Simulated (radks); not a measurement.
Results of a calculation; reference values are marked as such.
Ionisation of the fluorine ion F+, [He] 2s2 2p4, to [He] 2s2 2p3 as the strength of local exchange is varied. Code: a radial shooting solver on a logarithmic mesh with Libxc functionals. Model: scalar-relativistic Kohn-Sham, Slater X-alpha exchange (alpha = 2/3 is LDA exchange), no correlation, spin-polarised, spherical densities, point nucleus; open shells are filled with parallel spins first.

alpha  E(F+) (hartree)  exchange (hartree)  IE (eV)  -e of the level emptied (eV)  <r> of it (bohr)
0.667        -97.97325            -8.61424   32.834                   24.156 (2p)             1.023
0.754        -99.10217            -9.82887   34.254                   25.586 (2p)             1.007
0.814        -99.88686           -10.67869   35.254                   26.599 (2p)            0.9969
0.91        -101.15272           -12.05899   36.892                   28.264 (2p)            0.9806
0.951       -101.69723           -12.65621   37.605                   28.991 (2p)            0.9738
?           -102.11048           -13.11082   38.150                   29.548 (2p)            0.9688

Which alpha was used in the last row?

Answer. alpha = 0.982. NIST Atomic Spectra Database: 34.971 eV (measured). The Delta-SCF value meets it near alpha = 0.80. Open shells are spherical and high-spin; term and fine-structure splittings are not resolved.
